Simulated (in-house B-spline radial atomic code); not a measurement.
RPA and G0W0 on PBE: the indium ion In¹⁹⁺

Configuration [Ar] 3d10 4s2, mean-field start PBE. Computed with a B-spline radial code for spherical atoms: all electrons, non-relativistic, point nucleus, each spin shell either full or empty, empty states to l = 9 with an (l + 1/2)⁻⁴ tail; G0W0 by contour deformation at full frequency.

Without relativity these are model numbers: it shifts the levels of so heavy an element strongly and can reorder them.

Command:
```bash
python run_gw.py task.json out
```
Settings (radii: box in bohr, nucleus in fm):
```
Z                        49
electrons                30
configuration            [Ar] 3d10 4s2
hamiltonian              nr
method                   pbe,pbe
lmax                     9
spin_polarised           False
box_radius               4.23
intervals                48
ion_configuration        [Ar] 3d10 4s1
```

Cost of the run: 1.9 s on 1 thread of Intel(R) Xeon(R) 6975P-C (Granite Rapids) (shared host).

Energies (hartree):

```json
{"term": "mean-field total", "value": "-5594.67475"}
{"term": "Hartree-Fock functional on these orbitals", "value": "-5593.69420"}
{"term": "direct second order", "value": "-2.5901"}
{"term": "second-order exchange", "value": "0.75971"}
{"term": "SOSEX correction", "value": "0.71402"}
```

Task: What is the RPA correlation energy, and what remains with SOSEX?

Result: RPA gives -2.3779 hartree (-2.16 eV per electron); RPA + SOSEX gives -1.6638, and the second-order doubles -1.8304 hartree (no singles). RPA lacks exchange-type terms and so overcorrelates at short range.

Quasi-particle levels (eV):

```json
{"level": "4s", "occupied": "yes", "mean field": "-536.12", "Σx - vxc": "-9.66", "Σc": "?", "QP weight": "?", "G0W0": "?"}
{"level": "3d", "occupied": "yes", "mean field": "-938.97", "Σx - vxc": "-38.31", "Σc": "3.51", "QP weight": "0.984", "G0W0": "-973.78"}
{"level": "3p", "occupied": "yes", "mean field": "-1132.33", "Σx - vxc": "-52.73", "Σc": "7.78", "QP weight": "0.933", "G0W0": "-1177.29"}
{"level": "3s", "occupied": "yes", "mean field": "-1237.54", "Σx - vxc": "-63.33", "Σc": "7.36", "QP weight": "0.923", "G0W0": "-1293.51"}
{"level": "4p", "occupied": "no", "mean field": "-496.45", "Σx - vxc": "15.64", "Σc": "-2.63", "QP weight": "0.975", "G0W0": "-483.45"}
```

G0W0 = mean field + (Σx - vxc) + Σc, with Σc (partial-wave tail included) taken at the quasi-particle energy. Only the outer levels were computed.

Task: Where does G0W0 put 4s?

Result: At -549.62 eV, with Σc = -3.84 eV and a quasi-particle weight of 0.977. The tabulated removal energy is 560 ± 4 eV (NIST, tabulated theory); the calculation leaves out relativity, Breit and QED terms, and what these don't explain is the method's own error.

Task: What does it cost to remove one electron (to [Ar] 3d10 4s1) by differences of total energies, each species on its own start (correlation terms add to the Hartree-Fock functional)?

Result: PBE 549.98 eV, Hartree-Fock functional 545.46 eV, + RPA 549.31 eV, + RPA + SOSEX 548.36 eV, + second order 549.36 eV. Tabulated: 560 ± 4 eV (NIST, tabulated theory); the calculation leaves out relativity, Breit and QED terms, and what these don't explain is the method's own error.
